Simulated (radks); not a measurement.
Results of a calculation; reference values are marked as such.
Question: All-electron atom: V XV in [He] 2s2 2p5. Code: a radial shooting solver on a logarithmic mesh with Libxc functionals. Model: scalar-relativistic Kohn-Sham, SCAN, spin-polarised, spherical densities, finite nucleus; open shells are filled with parallel spins first; meta-GGA in the generalised Kohn-Sham scheme; Fermi nuclear charge, rms radius 3.6002 fm. Some entries of the table are withheld. Estimate them.

| orbital | occ. | eigenvalue (eV) | <1/r> (bohr^-1) |
|---|---|---|---|
| 1s up | 1 | -5875.796 | 22.85 |
| 1s down | 1 | -5870.772 | 22.87 |
| 2s up | 1 | -1044.022 | (1) |
| 2s down | 1 | -1036.587 | (2) |
| 2p up | 3 | (3) | 4.874 |
| 2p down | 2 | (4) | 4.857 |

Answer: 
(1) 2s up <1/r> (bohr^-1): 4.982
(2) 2s down <1/r> (bohr^-1): 4.961
(3) 2p up eigenvalue (eV): -950.8883
(4) 2p down eigenvalue (eV): -941.4418
